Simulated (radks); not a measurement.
Results of a calculation; reference values are marked as such.
All-electron atom: Cl in [Ne] 3s1 3p6 (not the ground configuration). Level of theory: non-relativistic Kohn-Sham, PBEsol, spin-unpolarised, spherical densities, point nucleus (a radial shooting solver on a logarithmic mesh with Libxc functionals).

Radial electron density D(r) = 4 pi r^2 rho(r):

| r (bohr) | D(r) (e/bohr) |
|---|---|
| 0.005418 | 0.9828 |
| 0.006109 | 1.220 |
| 0.006943 | 1.532 |
| 0.007828 | 1.890 |
| 0.008826 | 2.323 |
| 0.009951 | 2.842 |
| 0.01131 | 3.506 |
| 0.01275 | 4.244 |
| 0.01438 | 5.106 |
| 0.01621 | 6.100 |
| 0.01843 | 7.311 |
| 0.02077 | 8.585 |
| 0.02342 | 9.980 |
| 0.02641 | 11.47 |
| 0.03002 | 13.13 |
| 0.03384 | 14.68 |
| 0.03816 | 16.16 |
| 0.04302 | 17.48 |
| 0.04851 | 18.54 |
| 0.05513 | 19.28 |
| 0.06216 | 19.54 |
| 0.07009 | 19.33 |
| 0.07902 | 18.66 |
| 0.08981 | 17.54 |
| 0.1013 | 16.27 |
| 0.1142 | 15.00 |
| 0.1287 | 13.97 |
| 0.1463 | 13.41 |
| 0.165 | 13.53 |
| 0.186 | 14.30 |
| 0.2097 | 15.60 |
| 0.2383 | 17.21 |
| 0.2687 | 18.52 |
| 0.303 | 19.23 |
| 0.3416 | 19.01 |
| 0.3883 | 17.63 |
| 0.4378 | 15.37 |
| 0.4936 | 12.52 |
| 0.5565 | 9.543 |
| 0.6275 | 6.913 |
| 0.7132 | 4.887 |
| 0.8041 | 3.863 |
| 0.9066 | 3.593 |
| 1.022 | 3.814 |
| 1.162 | 4.219 |
| 1.31 | 4.462 |
| 1.477 | 4.406 |
| 1.665 | 4.023 |
| 1.893 | 3.344 |
| 2.134 | 2.589 |
| 2.406 | 1.851 |
| 2.713 | 1.219 |
| 3.083 | 0.7113 |
| 3.476 | 0.3918 |
| 3.919 | 0.1969 |
| 4.419 | 0.08973 |
| 5.023 | 0.03439 |
| 5.663 | 0.01229 |
| 6.385 | 0.003803 |

D(r) has 3 maxima, at r = 0.0627, 0.313, 1.36 bohr, and minima at 0.152, 0.899 bohr, inside which lie 2.18, 10.37 electrons.
